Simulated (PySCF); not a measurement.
## Which determinant of PBr lies lowest?

Unrestricted PBE0; P def2-TZVPPD, Br def2-TZVPPD; no relativity (PySCF 2.14). Outer shells of the fragments: P 3s2 3p3; Br 3d10 4s2 4p5.

Followed along the bond (rough minima from three points):

```json
{"2Ms+1": "3", "unpaired": "π ↑↑", "⟨S²⟩ at the start": "2.01", "R at minimum (Å)": "2.18", "Te (eV)": "0.00"}
{"2Ms+1": "1", "unpaired": "π ↑↓", "⟨S²⟩ at the start": "1.01", "R at minimum (Å)": "2.18", "Te (eV)": "0.29"}
{"2Ms+1": "1", "unpaired": "none", "⟨S²⟩ at the start": "0.00", "R at minimum (Å)": "2.16", "Te (eV)": "1.32"}
{"2Ms+1": "5", "unpaired": "σ ↑↑, π ↑↑", "⟨S²⟩ at the start": "6.01", "R at minimum (Å)": "none in the scan", "Te (eV)": "≤ 4.83"}
```

Solutions found at the starting distance of 2.180 Å, counted from the lowest of them; the search is not exhaustive and high or unbound solutions are not listed, so other states can lie among these:

| 2Ms+1 | unpaired | term | E (eV) | ⟨S²⟩ | ⟨Lz²⟩ | μ (D) |
| --- | --- | --- | --- | --- | --- | --- |
| 3 | π ↑↑ | ³Σ⁻ | 0.00 | 2.01 | 0.00 | -0.36 |
| 1 | π ↑↓ | mixed | 0.29 | 1.01 | 2.03 | -0.28 |
| 1 | none | mixed | 1.33 | 0.00 | 2.01 | 0.08 |
| 3 | σ ↑, π ↑ | ³Π | 3.52 | 2.01 | 1.02 | -0.50 |
| 1 | σ ↓, π ↑ | mixed | 3.78 | 1.01 | 1.02 | -0.52 |
| 3 | σ ↑, π ↑ | ³Π | 4.66 | 2.01 | 1.01 | 0.97 |

A term symbol is given only where ⟨S²⟩ and ⟨Lz²⟩ are close to those of a pure state; real π, δ and φ orbitals otherwise mix terms. A positive dipole means P(−)Br(+).

Spin–orbit coupling is left out. Counting both spins, an empty level lies below a filled one in some of these solutions, because spin and occupation are held.
